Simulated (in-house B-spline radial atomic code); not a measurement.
Values are calculated unless marked as measured or tabulated.
**Making a Troullier-Martins s channel for V, r_c = 1.15 bohr**

V, [Ar] 3d3 4s2, non-relativistic PBE, spherical and spin-unpolarised, from a B-spline radial code for spherical atoms (atomic units). The all-electron 3s level is ε = -2.541558 hartree, its outermost node lies just inside 0.39 bohr and its outer maximum at 0.82 bohr.

Inside r_c the pseudo-orbital is u(r) = r^1 exp(p(r)), with p = c0 + c2 r² + c4 r⁴ + … + c12 r¹². The seven coefficients follow from p and its first four derivatives at r_c, from zero curvature of the screened potential at the origin, c4 = −c2²/(2l + 5), and from the norm inside r_c. At r_c the all-electron orbital has P = 0.9026028, P' = -1.104519, the screened potential V = -2.834099, V' = 5.624873, V'' = -15.17036, and the norm inside is Q = 0.7404685.

Question: What are p, p' and p'' at r_c?

Answer: p = ln(P/r_c^1) = ln(0.9026028/1.15) = -0.24223. p' = P'/P − 1/r_c = -1.22370 − 0.86957 = -2.09327. The radial equation gives p'' = 2(V − ε) − 2(1) p'/r_c − p'² = -0.58508 − (-3.64047) − 4.38178 = -1.32639. Differentiating, p''' = 2V' + 2(1)p'/r_c² − 2(1)p''/r_c − 2p'p'' = 4.8379, and p'''' = 2V'' − 4(1)p'/r_c³ + 4(1)p''/r_c² − 2(1)p'''/r_c − 2p''² − 2p'p''' = -20.525.

For a trial c2 the five matching conditions are linear in c0, c6, c8, c10 and c12, and c2 is varied until the norm inside r_c equals Q. The root nearest zero gives:

| n | c_n |
| --- | --- |
| 0 | 0.192465 |
| 2 | 0.8695296 |
| 4 | -0.1512163 |
| 6 | -2.976673 |
| 8 | 3.374381 |
| 10 | -1.504209 |
| 12 | 0.2482322 |

Question: Check c4 and p(r_c), and find the screened pseudopotential at the origin.

Answer: −c2²/5 = -0.151216, as listed. The terms c_n r_c^n are 0.19247, 1.14995, -0.26448, -6.88523, 10.32231, -6.08536, 1.32810, which sum to -0.24223. Inverting the radial equation, V_l(r) = ε + 1 p'/r + (p'' + p'²)/2, so V_l(0) = ε + (2l + 3) c2 = -2.541558 + 3 × (0.86953) = 0.0670 hartree, finite where the all-electron potential diverges.

Orbitals and screened potentials:

```json
{"r (bohr)": "0.115", "P": "-0.2229", "u": "0.141", "V all-electron": "-139.5", "V pseudo": "0.05612"}
{"r (bohr)": "0.288", "P": "-0.4407", "u": "0.3743", "V all-electron": "-37.93", "V pseudo": "-0.3193"}
{"r (bohr)": "0.46", "P": "0.3771", "u": "0.6512", "V all-electron": "-17.46", "V pseudo": "-1.944"}
{"r (bohr)": "0.632", "P": "0.9577", "u": "0.9405", "V all-electron": "-9.901", "V pseudo": "-4.678"}
{"r (bohr)": "0.805", "P": "1.141", "u": "1.113", "V all-electron": "-6.174", "V pseudo": "-6.077"}
{"r (bohr)": "0.977", "P": "1.074", "u": "1.072", "V all-electron": "-4.086", "V pseudo": "-4.54"}
{"r (bohr)": "1.15", "P": "0.9026", "u": "0.9026", "V all-electron": "-2.834", "V pseudo": "-2.834"}
```

Logarithmic derivatives P'/P at R = 1.45 bohr, for energies E around ε:

```csv
E − ε (hartree),all-electron,pseudo
-0.5,0.057346,0.0524148
-0.25,-0.611252,-0.613335
-0.1,-1.17027,-1.17079
0,-1.64991,-1.64998
0.1,-2.25815,-2.25905
0.25,-3.56631,-3.57537
0.5,-8.59394,-8.72969
```

Question: With P(R) = 0.5816816 and a norm of 0.9065526 inside R, what slope in energy does norm conservation fix?

Answer: d(P'/P)/dE = −2 × (norm inside R)/P(R)² = -5.3586 per hartree·bohr at E = ε, for both atoms, since orbital and norm agree at R. Differences over ±0.1 hartree give -5.4394 (all-electron) and -5.4413 (pseudo), which also hold third-order terms. Half a hartree below ε the two curves differ by -0.0049.
